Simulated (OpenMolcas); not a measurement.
**Se VI: effect of the level shift or regulariser**

| Quantity | Value |
| --- | --- |
| Program | OpenMolcas 26.06 |
| Basis | ANO-RCC-VTZP [6s5p3d1f] |
| Scalar Hamiltonian | DKH2, point nucleus |
| Active space | 1 electron in 4 orbitals (4s 4p) |
| State averaging | 2S+1 = 2 even, 1 root; 2S+1 = 2 odd, 3 roots |
| Spin-orbit coupling | state interaction with AMFI integrals over the reference wave functions, term energies averaged over their components |

Methods on the same reference wave functions:
A. CASSCF
B. SS-CASPT2, IPEA 0.25 Eh, imaginary shift 0.1 Eh (closed shells correlated: 3d)
C. SS-CASPT2, IPEA 0.25 Eh, real shift 0.2 Eh (closed shells correlated: 3d)

Energies in cm-1 above 4s 2S 1/2, the measured ground level; measured values from Moore, Atomic Energy Levels, vol. II, NSRDS-NBS 35 (1971 reprint of NBS Circular 467, 1952).

| Level | A | B | C | Measured |
| --- | --- | --- | --- | --- |
| 4s 2S 1/2 | 0.0 | 0.0 | 0.0 | 0.0 |
| 4p 2P* 1/2 | 111474 | 111925 | 111925 | 112762 |
| 4p 2P* 3/2 | 116385 | 116836 | 116836 | 118462 |

Deviations, from unrounded energies. A percentage is the sum of absolute deviations over the sum of measured energies, with the sign that they share, or ± where signs differ.

| Against measurement | Levels | A | B | C |
| --- | --- | --- | --- | --- |
| mean absolute deviation (cm-1) | 2 | 1700 | 1200 | 1200 |
| other configurations (%) | 2 | -1.5 | -1.1 | -1.1 |

B, C lie about equally close to measurement and A furthest from it. The largest miss of B in the table is 4p 2P* 3/2, by -1600 cm-1. The ranking rests on the paired levels alone, and a cruder setting can come out closer through cancelling errors.

Between B and C no level of the table moves by more than 5 cm-1.

The lowest spin-free term lies below A's lowest term by 0.030 hartree in B, 0.030 hartree in C.

With one active electron the reference holds no correlation, so core polarisation is missing (holds for A). With one active electron, CASPT2 adds the correlation within the correlated inactive shells and between them and that electron, and leaves the splitting within a term as the reference gives it (holds for B; C). Measured partners are found by configuration, term and J. A level has none where our copy of the source lacks it or the pairing is in doubt (some pairs that miss far off the trend of their configuration count as doubtful), and it then counts in no deviation. Levels of configurations outside the active space are missing.

* marks odd parity.
